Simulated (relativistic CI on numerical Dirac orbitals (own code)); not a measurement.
## Co2+ in a cubic cluster: 3p photoemission with charge transfer

Computed with a charge-transfer multiplet model of a cubic metal-ligand cluster with up to 2 ligand holes, Slater and spin-orbit integrals from Dirac-Coulomb-Breit ions, Slater integrals scaled by 0.8. The ground state mixes d7 with configurations of k ligand holes L, whose averages lie at kΔ + k(k − 1)U_dd/2; a core hole lowers each added d electron by U_cd. 20 K, Lorentzian 0.9 eV and Gaussian 0.8 eV FWHM.

Atomic integrals in eV (Slater integrals scaled, ζ unscaled), ground: F2dd 9.233, F4dd 5.731, zeta_d 0.063; with the core hole: F2dd 10.133, F4dd 6.331, zeta_d 0.070, zeta_core 1.221, F2cd 10.914, G1cd 13.498, G3cd 8.222.

Cluster parameters (eV): Δ = 4.6, U_cd = 7.9, 10Dq = 1.3, 10Dq(ligand) = 1.2, V(eg) = 1.75, V(t2g) = -0.75, final-state hopping factor = 1.

| Case | n_d | d7 | d8L | d9L2 | S |
| --- | --- | --- | --- | --- | --- |
| U_dd = 5.3 eV | 7.13 | 0.87 | 0.13 | 0.00 | 1.50 |
| U_dd = 6 eV | 7.13 | 0.87 | 0.13 | 0.00 | 1.50 |
| U_dd = 6.7 eV | 7.13 | 0.87 | 0.13 | 0.00 | 1.50 |
| U_dd = 8.1 eV | 7.13 | 0.87 | 0.13 | 0.00 | 1.50 |
| U_dd = 8.8 eV | 7.13 | 0.87 | 0.12 | 0.00 | 1.50 |

Weights, n_d and S are thermal averages at 20 K. Binding energies count from the first peak over 30 % of the highest in each spectrum, which can be another peak from case to case. The parameters are a model scan and need not match a compound or its usual spin state. Peaks in eV (height, largest 100):
- U_dd = 5.3 eV: 0.0 (89), 4.3 (100), 12.4 (31), 16.2 (25), 20.3 (29), 23.5 (30)
- U_dd = 6 eV: 0.0 (91), 4.2 (100), 8.4 (46), 12.6 (31), 16.5 (27), 20.4 (29), 23.5 (28)
- U_dd = 6.7 eV: 0.0 (92), 4.2 (100), 8.6 (47), 12.9 (31), 16.8 (30), 20.7 (29), 23.5 (27)
- U_dd = 8.1 eV: 0.0 (94), 4.1 (100), 8.8 (49), 13.3 (31), 17.0 (33), 21.7 (29)
- U_dd = 8.8 eV: 0.0 (95), 4.1 (100), 8.8 (49), 11.8 (23), 13.4 (30), 17.2 (33), 22.1 (33)

For the case U_dd = 6.7 eV, Δ = 4.6 eV is smaller than U_dd = 6.7 eV, the charge-transfer side of the Zaanen-Sawatzky-Allen scheme. With the core hole the average of the configuration with one ligand hole lies at Δ − U_cd = -3.3 eV before mixing: it lies below the unscreened one, so the lowest final states are mostly screened and the unscreened weight appears at higher binding energy as a satellite.
